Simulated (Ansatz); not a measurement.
Ansatz (a first-principles code) input (B3LYP-D3(BJ)/def2-TZVP):

Ansatz 0.2 input:
```yaml
crystal:
  periodic: [false, false, false]
  atoms:
    - {symbol: In, position_ang: [0.67351090, 0.03819851, -0.08033283]}
    - {symbol: Cl, position_ang: [-1.21404545, 1.40627265, -1.23000735]}
    - {symbol: Cl, position_ang: [-0.72725068, -1.51637424, 1.46155493]}
basis:
  gaussian:
    orbitals: def2-TZVP
hamiltonian:
  xc: b3lyp
  dispersion: d3bj
total_charge: -1
phonons: {temperatures: {t_min: 298.15, t_max: 298.15, t_step: 100}}
```

Output:

```
Functional definition: B3LYP
integrals: 0.05 GiB planned
991 factors; their error is unknown
mean field: 0.46 GiB planned
mean field evaluation 1: about -30227.9691 eV, gradient 1.3e1 eV
mean field evaluation 2: about -30227.9235 eV, gradient 1.3e1 eV
mean field evaluation 4: about -30228.2103 eV, gradient 2.2e-1 eV
mean field evaluation 8: about -30228.3122 eV, gradient 4.1e-2 eV
mean field -30228.31221574 eV, -1110.8699844425 hartree, gradient 4.9e-5 eV, S^2 0.000000; 0 other end points of the search recorded, 0 dependent functions left out
the calculation of the forces begins
reference -30228.31244705 eV, -1110.8699929428 hartree; 28, 28 occupied and 96, 96 virtual orbitals, 991 factors
these checks for a lower state are left out or cut short: stability, starts, cluster_reference, orbital_swaps, neighbouring_geometries, increment
integrals: 0.05 GiB planned
991 factors; their error is unknown
mean field: 0.46 GiB planned
mean field evaluation 16: about -30228.2104 eV, gradient 2.3e-1 eV
mean field -30228.31220701 eV, -1110.8699841217 hartree, gradient 7.4e-7 eV, S^2 0.000000; 0 other end points of the search recorded, 0 dependent functions left out
the calculation of the forces begins
reference -30228.31243831 eV, -1110.8699926219 hartree; 28, 28 occupied and 96, 96 virtual orbitals, 991 factors
these checks for a lower state are left out or cut short: stability, starts, cluster_reference, orbital_swaps, neighbouring_geometries, increment
integrals: 0.05 GiB planned
991 factors; their error is unknown
mean field: 0.46 GiB planned
mean field -30228.31220232 eV, -1110.8699839492 hartree, gradient 7.4e-7 eV, S^2 0.000000; 0 other end points of the search recorded, 0 dependent functions left out
the calculation of the forces begins
reference -30228.31243362 eV, -1110.8699924496 hartree; 28, 28 occupied and 96, 96 virtual orbitals, 991 factors
these checks for a lower state are left out or cut short: stability, starts, cluster_reference, orbital_swaps, neighbouring_geometries, increment
integrals: 0.05 GiB planned
991 factors; their error is unknown
mean field: 0.46 GiB planned
mean field evaluation 32: about -30228.2104 eV, gradient 2.1e-1 eV
mean field -30228.31226865 eV, -1110.8699863870 hartree, gradient 7.4e-7 eV, S^2 0.000000; 0 other end points of the search recorded, 0 dependent functions left out
the calculation of the forces begins
reference -30228.31249998 eV, -1110.8699948880 hartree; 28, 28 occupied and 96, 96 virtual orbitals, 991 factors
these checks for a lower state are left out or cut short: stability, starts, cluster_reference, orbital_swaps, neighbouring_geometries, increment
integrals: 0.05 GiB planned
991 factors; their error is unknown
mean field: 0.46 GiB planned
mean field -30228.31214895 eV, -1110.8699819882 hartree, gradient 7.4e-7 eV, S^2 0.000000; 0 other end points of the search recorded, 0 dependent functions left out
the calculation of the forces begins
reference -30228.31238024 eV, -1110.8699904878 hartree; 28, 28 occupied and 96, 96 virtual orbitals, 991 factors
these checks for a lower state are left out or cut short: stability, starts, cluster_reference, orbital_swaps, neighbouring_geometries, increment
integrals: 0.05 GiB planned
991 factors; their error is unknown
mean field: 0.46 GiB planned
mean field -30228.31220477 eV, -1110.8699840393 hartree, gradient 7.4e-7 eV, S^2 0.000000; 0 other end points of the search recorded, 0 dependent functions left out
the calculation of the forces begins
reference -30228.31243607 eV, -1110.8699925396 hartree; 28, 28 occupied and 96, 96 virtual orbitals, 991 factors
these checks for a lower state are left out or cut short: stability, starts, cluster_reference, orbital_swaps, neighbouring_geometries, increment
integrals: 0.05 GiB planned
991 factors; their error is unknown
mean field: 0.46 GiB planned
mean field -30228.31221804 eV, -1110.8699845269 hartree, gradient 7.4e-7 eV, S^2 0.000000; 0 other end points of the search recorded, 0 dependent functions left out
the calculation of the forces begins
reference -30228.31244934 eV, -1110.8699930272 hartree; 28, 28 occupied and 96, 96 virtual orbitals, 991 factors
Total energy: -30228.47163538 eV, -1110.8758430061 hartree
Atom 0 at     0.673511     0.038199    -0.080333 Å, force     0.000118     0.000007    -0.000014 eV/Å
Atom 1 at    -1.214045     1.406273    -1.230007 Å, force    -0.000016    -0.000260     0.000243 eV/Å
Atom 2 at    -0.727251    -1.516374     1.461555 Å, force    -0.000102     0.000253    -0.000229 eV/Å
Dipole moment:     0.823509     0.046706    -0.098224 e Å
Vibrations: 79.62 209.18 229.10 cm⁻¹, zero-point energy 0.032106 eV
```
